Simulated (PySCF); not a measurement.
Geometry (Å), atoms numbered from 1 in this order:
```xyz
23

O     3.2864   -0.3075    0.6874
B     2.6347    0.7655    0.1574
O     3.3708    1.8926   -0.0923
C     1.1101    0.6473   -0.1268
C     0.5409   -0.6887   -0.5837
C    -0.5605   -0.7132   -1.6342
C    -1.9618   -0.5343   -1.0522
C    -2.0111    0.5852   -0.0207
C    -1.1359    0.2440    1.1811
C     0.2584   -0.1978    0.7991
H     4.2222   -0.1194    0.8159
H     2.8416    2.6032   -0.4636
H     0.5990    1.5181   -0.5571
H     1.2818   -1.4900   -0.6599
H    -0.3730    0.0746   -2.3847
H    -0.5117   -1.6655   -2.1851
H    -2.2789   -1.4731   -0.5636
H    -2.6822   -0.3492   -1.8651
H    -3.0460    0.7581    0.3143
H    -1.6810    1.5328   -0.4837
H    -1.0840    1.0954    1.8809
H    -1.6155   -0.5814    1.7368
H     0.8161   -0.6907    1.6018
```

A single conformation, averaged over atoms made equivalent by symmetry, fast rotation or ring inversion, non-relativistic, in vacuum. σ from GIAO-B97-2/pcSseg-1; coordinates at the PBE0-D3(BJ)/def2-SVP level; PySCF 2.14.

δ = σ(ref) − σ, references computed at the same level: 13C (σref 183.69), 1H (σref 31.38) vs TMS; H2O for 17O (σref 331.62); 11B (σref 101.82) against BF3·OEt2.

```
  atoms  nucleus  count  δ (ppm)
H16/H22       1H      2        ?
  C7/C8      13C      2     23.6
H17/H19       1H      2        ?
  O1/O3      17O      2    112.7
    H13       1H      1        ?
H15/H21       1H      2     1.56
 C5/C10      13C      2     20.0
     B2      11B      1        ?
H14/H23       1H      2     1.13
H18/H20       1H      2     1.04
H11/H12       1H      2     3.40
  C6/C9      13C      2     27.0
     C4      13C      1     11.3
```

Task: Estimate the values marked ?.

Result: 
- H16/H22: 1.82 ppm, hydrogen on an sp3 CH2 in a ring; far from electronegative atoms and π systems
- H17/H19: 1.13 ppm, hydrogen on an sp3 CH2 in a ring; far from electronegative atoms and π systems
- H13: -1.08 ppm, hydrogen on a three-membered-ring carbon; cyclopropane-type protons are shielded by the ring
- B2: 30.5 ppm, boron bonded to C, 2 O

Exchangeable OH/NH protons stand at their gas-phase positions; hydrogen bonding in a real sample shifts them, mostly to higher δ. A carbon bonded to boron is broadened by the quadrupolar boron nucleus and is often missing from a measured spectrum. Shifts are as computed. Against solution values, carbons near 30 ppm lie about +1 ppm off and those near 130 ppm about +2 ppm. Of 1211 compounds with measured shifts, 218 miss one by over three times the rms of a fit or turn the order of signals round; such compounds aren't used in these exercises. Experimental scales use liquid or dissolved standards, which lie at an offset from isolated H2O (liquid H2O: subtract about 36 ppm).
